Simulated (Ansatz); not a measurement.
Consider the formal exchange of groups at a Ge–S bond: `[SH][Ge]([SH])([Cl])[Cl]` + CH₄ → `[CH3][Ge]([SH])([Cl])[Cl]` + H₂S.

Gas-phase electronic energies from Ansatz, PBE0-D4/def2-TZVP geometries. CCSD(T)/CBS is the MP2 limit (def2-TZVPP, def2-QZVPP) plus CCSD(T) − MP2 in def2-TZVPP, frozen cores. This one scheme is used for every species. Functionals use def2-TZVPP. For Ge outer-core shells are correlated without core-valence functions, which leaves a few kJ/mol of doubt a bond. Scalar relativity is left out up to krypton. One conformer a species, not always the lowest.

`[SH][Ge]([SH])([Cl])[Cl]`:

Z-matrix (Å, degrees):
```
Ge
S 1 2.194
Cl 1 2.143 2 109.0
S 1 2.194 2 107.3 3 123.0
Cl 1 2.143 2 113.2 3 -116.6
H 2 1.344 1 92.6 3 29.8
H 4 1.344 1 92.6 2 152.7
```

CH₄:

Cartesian coordinates in Å:
```
C 0.000 0.000 0.000
H 0.241 0.464 -0.956
H 0.596 -0.904 0.126
H -1.059 -0.257 0.023
H 0.222 0.697 0.808
```

`[CH3][Ge]([SH])([Cl])[Cl]`:

Cartesian coordinates in Å:
```
C -1.059 -0.222 -0.719
Ge 0.667 -0.214 0.149
S 0.715 0.620 2.190
Cl 1.386 -2.220 0.367
Cl 2.048 0.854 -1.108
H -1.762 -0.789 -0.110
H -1.412 0.804 -0.832
H -0.959 -0.683 -1.702
H 0.376 1.850 1.765
```

H₂S:

Z-matrix (Å, degrees):
```
S
H 1 1.341
H 1 1.341 2 92.3
```

```tsv
level	ΔE (kJ/mol)	difference from CCSD(T)/CBS
revPBE-D4	56.2	10.2
PBE0-D4	52.4	6.4
BHLYP-D4	52.3	6.3
PBE	53.1	7.1
revPBE	53.1	7.1
LC-ωPBE	44.5	-1.5
MP2/def2-SVP	54.4	8.4
CCSD/def2-SVP	50.1	4.1
MP2/def2-QZVPP	49.2	3.2
SCS-MP2/def2-QZVPP	47.3	1.3
CCSD(T)/CBS	46.0	0
```

Problem. What do rigid-rotor, harmonic-oscillator terms from PBE0-D4/def2-TZVP frequencies (298.15 K, 1 bar) make of the CCSD(T)/CBS value? (Estimate.)

Solution. Computed: ΔZPE = -6.2 kJ/mol, ΔH = +39.6 kJ/mol, ΔS = 20 J/(mol·K), ΔG = +33.5 kJ/mol.

Largest T1 diagnostic among the species: 0.010.

At CCSD(T), def2-SVP lies +5.6 kJ/mol from the extrapolated value and def2-TZVPP −2.1 kJ/mol. Leaving LDA and LC-ωPBE aside and taking each functional with its dispersion term where it has one, the values, not all of them listed here, spread over 9.3 kJ/mol, from ωB97X-V to revPBE-D4. LDA lies −3.2 kJ/mol from PBE without D4.
